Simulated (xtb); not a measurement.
I₄Ti, charge -1, doublet, geometry from GFN2-xTB (such geometries of metal compounds can be far from the true shape) (the multiplicity is a formal guess); GFN2-xTB run with xtb 6.7.1.

The xtb input:
```
$ xtb mol.xyz --gfn 2 --chrg -1 --uhf 1 --etemp 1000 --json

# file mol.xyz
5

Ti     0.00000000     0.00000000    -0.00000000
I      2.13989680    -0.60814667    -1.52789536
I      0.80459907     0.45143303     2.53619665
I     -1.19864178     2.21440139    -0.97115872
I     -1.74585408    -2.05768775    -0.03714257
```

It wrote (shortened):

```
   ID    Z sym.   atoms
    1   22 Ti     1
    2   53 I      2-5

           -------------------------------------------------
          |                Calculation Setup                |
           -------------------------------------------------

           -------------------------------------------------
          |                 G F N 2 - x T B                 |
           -------------------------------------------------

          ...................................................
          :                      SETUP                      :
          :.................................................:
          :  # basis functions                  50          :
          :  # atomic orbitals                  45          :
          :  # shells                           15          :
          :  # electrons                        33          :
          :  max. iterations                   250          :
          :  Hamiltonian                  GFN2-xTB          :
          :  restarted?                      false          :
          :  GBSA solvation                  false          :
          :  PC potential                    false          :
          :  electronic temp.         1000.0000000     K    :
          :  accuracy                    1.0000000          :
          :  -> integral cutoff          0.2500000E+02      :
          :  -> integral neglect         0.1000000E-07      :
          :  -> SCF convergence          0.1000000E-05 Eh   :
          :  -> wf. convergence          0.1000000E-03 e    :
          :  Broyden damping             0.4000000          :
          :  net charge                         -1          :
          :  unpaired electrons                  1          :
          ...................................................

 iter      E             dE          RMSdq      gap      omega  full diag
   1    -16.7333844 -0.167334E+02  0.142E+01    0.00       0.0  T
   2    -17.2422024 -0.508818E+00  0.964E+00    0.00       1.0  T
   3    -17.4050167 -0.162814E+00  0.702E+00    0.00       1.0  T
   4    -17.4396156 -0.345989E-01  0.357E+00    0.00       1.0  T
   5    -17.4392228  0.392772E-03  0.113E+00    0.00       1.0  T
   6    -17.4407133 -0.149049E-02  0.489E-01    0.00       1.0  T
   7    -17.4407606 -0.473422E-04  0.173E-01    0.00       1.0  T
   8    -17.4407683 -0.764322E-05  0.469E-02    0.00       1.0  T
   9    -17.4407713 -0.303099E-05  0.794E-03    0.00       5.6  T
[...]
         :: total energy             -17.410204069397 Eh    ::
[...]
       ...                                ...                  ...
        45                          2.0512991              55.8187
      -------------------------------------------------------------
                  HL-Gap            0.0000000 Eh            0.0000 eV
             Fermi-level           -0.2336704 Eh           -6.3585 eV

     #   Z          covCN         q      C6AA      α(0)
     1  22 Ti       3.249     0.521   109.058    25.500
     2  53 I        0.823    -0.380   400.737    34.558
     3  53 I        0.823    -0.380   400.737    34.558
     4  53 I        0.823    -0.380   400.737    34.558
     5  53 I        0.823    -0.380   400.737    34.558

 Mol. C6AA /au·bohr⁶  :       8078.871755
 Mol. C8AA /au·bohr⁸  :     764477.640082
 Mol. α(0) /au        :        163.732503

Wiberg/Mayer (AO) data.
largest (>0.10) Wiberg bond orders for each atom

 ---------------------------------------------------------------------------
     #   Z sym  total        # sym  WBO       # sym  WBO       # sym  WBO
 ---------------------------------------------------------------------------
     1  22 Ti   3.538 --     3 I    0.885     4 I    0.885     2 I    0.885
                             5 I    0.885
     2  53 I    0.974 --     1 Ti   0.885
     3  53 I    0.974 --     1 Ti   0.885
     4  53 I    0.974 --     1 Ti   0.885
     5  53 I    0.974 --     1 Ti   0.885
 ---------------------------------------------------------------------------

Topologies differ in total number of bonds
Writing topology from bond orders to xtbtopo.mol

molecular dipole:
                 x           y           z       tot (Debye)
 q only:       -0.000       0.000       0.000
   full:       -0.000       0.000       0.000       0.000
molecular quadrupole (traceless):
                xx          xy          yy          xz          yz          zz
 q only:       -0.000      -0.000      -0.000       0.000      -0.000       0.000
  q+dip:       -0.000      -0.000      -0.000       0.000      -0.000       0.000
   full:       -0.000      -0.000      -0.000       0.000      -0.000       0.000

           -------------------------------------------------
          | TOTAL ENERGY              -17.410204069397 Eh   |
          | GRADIENT NORM               0.000930575797 Eh/α |
          | HOMO-LUMO GAP               0.000000000574 eV   |
           -------------------------------------------------

normal termination of xtb
```
